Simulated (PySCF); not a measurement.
Predicted microwave data (PySCF 2.14.0, PBE0-D3(BJ)/def2-SVP geometry optimisation, gas phase) for one isomer of C3H8GeO:

- Rotational constants: A = 4080, B = 2389, C = 1605 MHz
- Dipole components: |μa| = 0.43 D, |μb| = 2.58 D, |μc| = 0.68 D
- Inertial defect: -20.53 u·Å²
- κ: -0.37

Question: Which candidate fits, each taken in the one conformer that was computed?
A. `[CH3:1][CH2:2][C:3](=[O:4])[GeH3:5]` with C1–C2–C3–O4 130°
B. `[CH2:1]=[CH:2][GeH2:3][O:4][CH3:5]` with C1–C2–Ge3–O4 -117°, C2–Ge3–O4–C5 62°
C. `[GeH3:1][O:2][CH:3]1[CH2:4][CH2:5]1` with Ge1–O2–C3–C4 -149°
D. `[CH3:1][C@H:2]([GeH3:3])[CH:4]=[O:5]` with C1–C2–C4–O5 142°

Answer: D. It is C[C@H]([GeH3])C=O, an asymmetric top, point group C1. The candidates at the same level (rigid rotor, commonest isotopes):

```tsv
SMILES	A (MHz)	B (MHz)	C (MHz)	μa (D)	μb (D)	μc (D)	Δ (u·Å²)	point group	rotor
CC[C](=O)[GeH3]	4431	2053	1504	0.74	2.28	0.62	-24.26	C1	asymmetric top
[GeH3][O]C1CC1	11320	1478	1397	0.38	1.00	0.55	-24.68	C1	near-prolate asymmetric top
C[C@H]([GeH3])C=O	4080	2389	1605	0.43	2.58	0.68	-20.53	C1	asymmetric top
C=[CH][GeH2][O]C	4934	2277	1735	1.44	0.89	0.55	-33.16	C1	asymmetric top
```

`C=[CH][GeH2][O]C` has A 21 % too high; `[GeH3][O]C1CC1` has A 177 % too high; `CC[C](=O)[GeH3]` has B 14 % too low. No structure here is proved a minimum.
